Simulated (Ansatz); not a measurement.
```yaml
crystal:
  periodic: [false, false, false]
  atoms:
    - {symbol: Te, position_ang: [-1.897178, -1.619891, -0.846557]}
    - {symbol: Te, position_ang: [0.574230, -0.695807, 1.068223]}
    - {symbol: Te, position_ang: [1.405615, 1.755651, 0.123131]}
basis:
  gaussian: {orbitals: def2-mTZVP}
total_charge: -2
hamiltonian: {xc: {name: B2PLYP}}
accuracy: high
scf: {lower_state_search: light}
output: {forces: true}
```

```sh
$ ansatz run in.yaml --threads 4 --pin off --events-out ev --progress --plain --max-ram 3916MiB
```

Output, abridged:

```
Functional definition: B2PLYP
2258 factors; integrals over basis functions are off by at most 1.2e-8 eV
mean field evaluation 1: about -21850.8352 eV, gradient 3.2e1 eV
mean field evaluation 2: about -21850.9321 eV, gradient 3.2e1 eV
mean field evaluation 4: about -21854.8703 eV, gradient 5.7e0 eV
mean field evaluation 8: about -21854.9771 eV, gradient 4.6e-1 eV
mean field evaluation 16: about -21854.9786 eV, gradient 5.1e-4 eV
mean field evaluation 32: about -21854.9786 eV, gradient 6.8e-8 eV
mean field -21854.97859016 eV, -803.1556493517 hartree, gradient 6.7e-8 eV, S^2 0.000000; 0 other end points of the search recorded, 0 dependent functions left out; unrestricted orbitals would lower it
12 core orbitals not correlated: weight in the atoms' cores, before any rotation towards them, 1.000 or more for the frozen orbitals, at most 0.000 for the correlated occupied ones
reference -21854.97860919 eV, -803.1556500510 hartree; 25, 25 occupied and 71, 71 virtual orbitals, 2258 factors
second order -16.75846686 eV of doubles, -0.00000000 eV of singles
Total energy: -21859.50339524 eV, -803.3219328715 hartree
Atom 0 at    -1.897178    -1.619891    -0.846557 Å, force     0.738803     0.129979     0.680996 eV/Å
Atom 1 at     0.574230    -0.695807     1.068223 Å, force    -0.982294    -0.413148    -0.727008 eV/Å
Atom 2 at     1.405615     1.755651     0.123131 Å, force     0.243491     0.283169     0.046012 eV/Å
Dipole moment:     0.450866     0.028035     0.453665 e Å
```

Hardware: 4 threads of Arm Neoverse V2 on a shared host. Wall time 13 s, peak host memory 0.58 GiB.

In the def2 sets Te takes a core potential; there is no spin–orbit coupling. Correlated methods freeze 12 core orbitals; core or outer-core shells of Te are correlated, in sets that lack core-valence functions. A multiply charged anion in the gas phase is held together partly by the finite basis. The highest occupied level of an anion often lies above zero with these methods, and sets without diffuse functions describe the outer electron poorly. The restricted singlet is unstable: a solution with broken spin symmetry lies lower.

The dipole of an ion depends on the origin.
